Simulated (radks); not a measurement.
Problem. Species: I III. Configuration: [Kr] 4d10 5s1.5 5p3 6s0.5 (fractional occupations, a model configuration). All-electron calculation, Dirac Kohn-Sham, exchange-only LDA, spin-unpolarised, spherical densities, finite nucleus; open shells fill j = l - 1/2 first; Fermi nuclear charge, rms radius 4.75 fm. Program: a radial shooting solver on a logarithmic mesh with Libxc functionals.

Spin-orbit splittings of the eigenvalues, e(l+1/2) - e(l-1/2), with zeta = 2 splitting/(2l+1) and mean radii in bohr:

| shell | occ. | splitting (eV) | zeta (eV) | <r> j=l-1/2 | <r> j=l+1/2 |
|---|---|---|---|---|---|
| 2p | 6 | 298.3 | 198.9 | 0.09851 | 0.1042 |
| 3p | 6 | ? | ? | 0.3044 | 0.3160 |
| 3d | 10 | 11.81 | 4.724 | 0.2867 | 0.2904 |
| 4p | 6 | 11.05 | 7.363 | 0.7725 | 0.8011 |
| 4d | 10 | 1.732 | 0.6929 | 0.9126 | 0.9240 |
| 5p | 3 | 1.368 | 0.9122 | 2.128 | 2.209 |
| 5d | 0 | 0.1192 | 0.04767 | 3.267 | 3.300 |
| 6p | 0 | 0.2668 | 0.1779 | 5.083 | 5.221 |

Estimate the 3p splitting.

Solution. 56.11 eV (zeta = 37.40 eV).
